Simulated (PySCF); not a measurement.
## Gd³⁺ (gadolinium, charge +3): UHF calculation

Configuration: [Xe] 4f7, high-spin 8S determinant. Computed with PySCF 2.14 in ANO-RCC-VTZP, with scalar relativity by spin-free X2C-1e.

* Total energy: -11265.018166 hartree
* One-electron energy: -15347.1494 hartree
* Hartree (Coulomb) energy: 4330.4571 hartree
* Exchange energy: -248.3259 hartree
* ⟨S²⟩: 15.7565
* ⟨L²⟩: 0.000
* Sum of ⟨r⟩: 33.54 bohr
* Sum of ⟨r²⟩: 35.05 bohr²
* Langevin diamagnetic susceptibility: -27.8 ×10⁻⁶ cm³/mol

```json
{"shell": "1s α", "electrons": "1", "mean orbital energy (hartree)": "-1856.21050", "rms radius, mean of both spins (bohr)": "0.0249"}
{"shell": "1s β", "electrons": "1", "mean orbital energy (hartree)": "-1856.20842", "rms radius, mean of both spins (bohr)": "0.0249"}
{"shell": "2s α", "electrons": "1", "mean orbital energy (hartree)": "-311.68887", "rms radius, mean of both spins (bohr)": "0.101"}
{"shell": "2s β", "electrons": "1", "mean orbital energy (hartree)": "-311.68063", "rms radius, mean of both spins (bohr)": "0.101"}
{"shell": "2p α", "electrons": "3", "mean orbital energy (hartree)": "-277.71079", "rms radius, mean of both spins (bohr)": "0.0907"}
{"shell": "2p β", "electrons": "3", "mean orbital energy (hartree)": "-277.70350", "rms radius, mean of both spins (bohr)": "0.0907"}
{"shell": "3s α", "electrons": "1", "mean orbital energy (hartree)": "-71.74678", "rms radius, mean of both spins (bohr)": "0.260"}
{"shell": "3s β", "electrons": "1", "mean orbital energy (hartree)": "-71.57605", "rms radius, mean of both spins (bohr)": "0.260"}
{"shell": "3p α", "electrons": "3", "mean orbital energy (hartree)": "-60.96764", "rms radius, mean of both spins (bohr)": "0.261"}
{"shell": "3p β", "electrons": "3", "mean orbital energy (hartree)": "-60.77532", "rms radius, mean of both spins (bohr)": "0.261"}
{"shell": "3d α", "electrons": "5", "mean orbital energy (hartree)": "-46.48134", "rms radius, mean of both spins (bohr)": "0.239"}
{"shell": "3d β", "electrons": "5", "mean orbital energy (hartree)": "-46.27308", "rms radius, mean of both spins (bohr)": "0.239"}
{"shell": "4s α", "electrons": "1", "mean orbital energy (hartree)": "-16.23674", "rms radius, mean of both spins (bohr)": "0.588"}
{"shell": "4s β", "electrons": "1", "mean orbital energy (hartree)": "-15.78481", "rms radius, mean of both spins (bohr)": "0.588"}
{"shell": "4p α", "electrons": "3", "mean orbital energy (hartree)": "-12.59751", "rms radius, mean of both spins (bohr)": "0.624"}
{"shell": "4p β", "electrons": "3", "mean orbital energy (hartree)": "-12.09712", "rms radius, mean of both spins (bohr)": "0.624"}
{"shell": "4d α", "electrons": "5", "mean orbital energy (hartree)": "-7.43424", "rms radius, mean of both spins (bohr)": "0.688"}
{"shell": "4d β", "electrons": "5", "mean orbital energy (hartree)": "-6.78384", "rms radius, mean of both spins (bohr)": "0.688"}
{"shell": "5s α", "electrons": "1", "mean orbital energy (hartree)": "-3.21472", "rms radius, mean of both spins (bohr)": "1.43"}
{"shell": "5s β", "electrons": "1", "mean orbital energy (hartree)": "-3.05520", "rms radius, mean of both spins (bohr)": "1.43"}
{"shell": "5p α", "electrons": "3", "mean orbital energy (hartree)": "-2.19055", "rms radius, mean of both spins (bohr)": "1.64"}
{"shell": "5p β", "electrons": "3", "mean orbital energy (hartree)": "-2.06892", "rms radius, mean of both spins (bohr)": "1.64"}
{"shell": "4f α", "electrons": "7", "mean orbital energy (hartree)": "-1.75515", "rms radius, mean of both spins (bohr)": "0.912"}
```

Spin-orbit coupling, which splits the p, d and f shells strongly at this Z, is absent.

Densities and radii are taken from the X2C orbitals without a picture-change correction, which distorts them close to the nucleus.

Spin-orbit constants ζ (cm⁻¹) from the X2C one-electron operator on these orbitals: bare nucleus, nucleus screened by l(l+1)(2l+1)/3 electrons, and screened by the Breit-Pauli mean field of the electrons.

```tsv
shell	bare	screened nucleus	mean field
2p	3621000	3508000	n/a
3p	750400	726900	n/a
3d	116800	98520	n/a
4p	163400	158300	n/a
4d	21450	18100	n/a
4f	3109	1749	n/a
5p	22910	22200	n/a
```
